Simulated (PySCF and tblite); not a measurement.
Values are calculated unless marked as measured or tabulated.
System: C₃H₇ClO₂Si₂, numbered as in [O:1]=[C:2]([SiH3:3])/[C:4]([Cl:5])=[C:6](\[OH:7])[SiH3:8].

Motion: rotation about the C2–C4 bond (torsion O1–C2–C4–Cl5 from -180° to -2°, rising). GFN2-xTB gives an electronic barrier of 15.6 kcal/mol and a reaction energy of 11.7 kcal/mol.

(1) What does PBE0/pcSseg-1 + D3(BJ) give on GFN2-xTB geometries?

Programs: tblite and PySCF.

Answers

(1) A barrier of 19.4 kcal/mol, 3.8 above the tight-binding barrier (from unrounded values), a reaction energy of 14.2 kcal/mol and, with GFN2-xTB thermal terms, ΔG‡(298 K) = 18.7 kcal/mol and k = 0.26 s⁻¹ (2 equivalent paths).
